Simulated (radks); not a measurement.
Initial-state core-level shifts of neutral manganese when its valence configuration changes from [Ar] 3d5 4s2. Method: Dirac Kohn-Sham, LDA (Slater exchange, Perdew-Wang correlation), spin-unpolarised, spherical densities, point nucleus; open shells are shared between the two j in proportion to 2j + 1; computed with a radial shooting solver on a logarithmic mesh with Libxc functionals. Shifts are changes of the shell-averaged eigenvalues in eV (positive: less bound).

| valence | 1s | 2s | 2p | 3s |
|---|---|---|---|---|
| 3d4 4s2 4p1 | -7.495 | -8.298 | -8.219 | -7.247 |
| 3d5 4p2 | -3.052 | -2.894 | -2.900 | -3.036 |
| 3d5.5 4s1.5 | +2.320 | +2.647 | +2.615 | +2.326 |
| 3d5 4s1 4p1 | -1.629 | -1.546 | -1.550 | -1.618 |
| 3d4.5 4s2 4p0.5 | -3.588 | -3.948 | -3.912 | -3.513 |
| 3d6 4p1 | +2.652 | +3.368 | +3.300 | +2.713 |
| 3d7 | +6.561 | +7.528 | +7.430 | +6.800 |
| 3d6 4s1 | +4.188 | +4.777 | +4.719 | +4.248 |
| 3d6.5 4p0.5 | +4.844 | +5.720 | +5.633 | +4.991 |
